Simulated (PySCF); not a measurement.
Structure from NMR data

Molecular formula: C6H11NSi. Simulated spectra:

¹H NMR (300 MHz, computed): δ 6.14 (m, 1H), 5.50 (m, 1H), 5.43 (m, 1H), 5.14 (t, 1H), 4.95 (s, 3H), 3.80 (d, 2H), 1.46 (m, 2H).

¹³C{¹H} NMR (computed): δ 141.0 (CH), 130.9 (C), 125.3 (CH2), 70.7 (CH), 58.1 (CH2), 12.8 (CH2).

PySCF 2.14.0 with density-fitted response routines calculation with coordinates at the GFN2-xTB level and σ from GIAO-PBE0/pcSseg-1; no solvent model, single conformer, averaged over atoms made equivalent by symmetry, fast rotation or ring inversion, no relativistic terms.

δ = σ(ref) − σ, references computed at the same level: TMS for ¹H (31.72 ppm) and ¹³C (186.93 ppm).

Question: Which candidate is it?
A. C[SiH2]C/C=C\CC#N
B. C=C([SiH3])/C=N/C1CC1
C. CC[Si@H]1C[C@H](C#N)C1
D. C#C[C@](C)(C=C)N[SiH3]
E. C=CCN([SiH3])C1=CC1
F. C=C[Si@@H](N=C)C1CC1

Answer: E. 

- The formula gives 3 degrees of unsaturation (1 ring in the answer).
- 6 carbon signals for 6 carbons: no two carbons are equivalent.
- Carbon types of the structure: 1 × C, 2 × CH, 3 × CH2, leaving 3 H on heteroatoms.
- δC 141.0: alkene CH; the olefinic region.
- δC 130.9: alkene carbon bearing nitrogen; the olefinic region.
- δC 125.3: terminal =CH2 carbon; an sp2 carbon of a C=C bond.
- δC 70.7: β carbon of an enol-ether or enamine type C=C; the O or N lone pair pushes π density onto this β carbon and shields it.
- δH 5.14: hydrogen on a β carbon of an enol-ether or enamine type C=C; a vinylic proton, deshielded by the sp2 carbon and the C=C anisotropy.

The others: C#C[C@](C)(C=C)N[SiH3] would give 6 signals for carbon-bound and other non-exchanging H, not 7; CC[Si@H]1C[C@H](C#N)C1 would give 5 carbon signals, not 6; C=C([SiH3])/C=N/C1CC1 would give 5 carbon signals, not 6; C=C[Si@@H](N=C)C1CC1 would give 11 signals for carbon-bound and other non-exchanging H, not 7; C[SiH2]C/C=C\CC#N would give 6 signals for carbon-bound and other non-exchanging H, not 7.

Shifts are as computed. Against solution values, carbons near 30 ppm lie about +3 ppm off and those near 130 ppm about +5 ppm. Of 1211 compounds with measured shifts, 218 miss one by over three times the rms of a fit or turn the order of signals round; such compounds aren't used in these exercises. No couplings were computed; multiplicities are counted from neighbouring protons, with m where these are inequivalent, close in shift, in a saturated or five-membered ring or joined by F or P, and br s for small geminal =CH2 splittings.
